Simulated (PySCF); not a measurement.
# Computed properties of C3H7BO2, SMILES O1CB([C@H]1C)O

C3H7BO2, SMILES C[C@H]1OCB1O. Geometry optimised at B3LYP-D3(BJ)/def2-SVP. The structure was generated by enumeration; whether it is a known compound was not checked. Other conformers were not sampled. All values are computed for the isolated molecule unless a solvent is named; none is compared with measurement here.

**Structure.** All 33 harmonic modes at B3LYP-D3(BJ)/def2-SVP (PySCF) are real, so it is a minimum. With heavy atoms numbered as in [CH3:1][C@H:2]1[O:3][CH2:4][B:5]1[OH:6], the shortest bond between them is B5–O6 at 1.343 Å and the longest C4–B5 at 1.589 Å.

**Vibrations.** The strongest infrared lines (harmonic, unscaled, degenerate partners summed) lie at 1529 cm⁻¹ (299 km/mol, B 66 %, O 18 %, C 9 %), 3825 cm⁻¹ (76 km/mol, H 94 %), 600 cm⁻¹ (74 km/mol, H 71 %, O 14 %, C 9 %). The softest mode is at 81 cm⁻¹ and the zero-point energy is 65.5 kcal/mol.

**Electronic structure.** M06-2X/def2-TZVP (PySCF) places the frontier levels at -8.77 and 0.87 eV, a gap of 9.64 eV, and gives a dipole moment of 2.59 D and a mean polarisability of 54.7 bohr³. PBE/def2-TZVP (PySCF) at the same geometry gives -5.54 and -1.04 eV, so its gap is 5.14 eV narrower. An orbital gap is neither the optical nor the fundamental gap.

**Excitations.** TDDFT-CAM-B3LYP/def2-SVPD (PySCF) has S1 at 6.05 eV (205 nm, f = 0.003, weak); the most intense of the 10 singlets computed lies at 8.08 eV (f = 0.03). T1 (TDA) is at 5.61 eV. TDDFT-PBE/def2-SVPD (PySCF) puts S1 at 4.63 eV. No vertical singlet excitation falls in the visible range (under 3.1 eV).

**NMR.** GIAO shifts at PBE0/pcSseg-1 (PySCF) (non-relativistic, atoms alike by connectivity averaged): ¹³C from 19.7 to 85.4 ppm against TMS; ¹H from 1.5 to 5.9 ppm against TMS; ¹¹B at 44.3 ppm against BF3.
